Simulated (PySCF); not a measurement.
A calculated (UHF, PySCF 2.14, Sapporo-DKH3-DZP-2012, scalar relativity by spin-free X2C-1e) atom or ion has these occupied shells.

```
shell  electrons  orbital energy (eV)  rms radius, mean of both spins (bohr)
 1s β          1              -6048.9                                 0.0734
 1s α          1              -6048.9                                 0.0734
 2s α          1              -731.10                                  0.317
 2s β          1              -728.44                                  0.317
 2p α          3              -612.56                                  0.287
 2p β          3              -609.93                                  0.287
 3s α          1              -102.92                                  0.974
 3s β          1              -93.521                                  0.974
 3p α          3              -69.369                                   1.06
 3p β          3              -57.785                                   1.06
 3d α          5              -17.582                                   1.53
```

Name the element and its charge.

Cr⁺ (chromium, charge +1), in [Ar] 3d5, high-spin 6S determinant.
